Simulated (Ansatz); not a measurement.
`NCBO` + `OBF` → `OBOBF` + CH₃NH₂  (ligand exchange at a B–C bond)

Gas-phase electronic energies from Ansatz, PBE0-D4/def2-TZVP geometries. CCSD(T)/CBS is the MP2 limit (def2-TZVPP, def2-QZVPP) plus CCSD(T) − MP2 in def2-TZVPP, frozen cores. This one scheme is used for every species. Functionals use def2-TZVPP. Each species was taken in one conformer, which may not be the lowest.

```tsv
level	ΔE (kcal/mol)
PBE-D4	-20.0
r2SCAN-D4	-22.6
PBE0-D4	-21.2
MP2/def2-TZVPP	-22.2
CCSD/def2-TZVPP	-23.1
CCSD(T)/def2-TZVPP	-22.2
HF/def2-QZVPP	-29.6
SCS-MP2/def2-QZVPP	-23.7
```

(1) What does CCSD(T)/CBS give? (Best estimate.)

Largest T1 diagnostic among the species: 0.014.

## Answers

(1) Computed: -22.5 kcal/mol. The listed levels differ from it by 2.5, -0.1, 1.3, 0.3, -0.6, 0.3, -7.1, -1.2 kcal/mol.

From PBE to PBE0 (25 % exact exchange), in def2-TZVPP and without D4, ΔE moves by −1.2 kcal/mol. In def2-TZVPP, CCSD(T) changes the Hartree–Fock value by +7.0 kcal/mol (the triples alone add +0.9 kcal/mol) and MP2 by +7.0 kcal/mol.
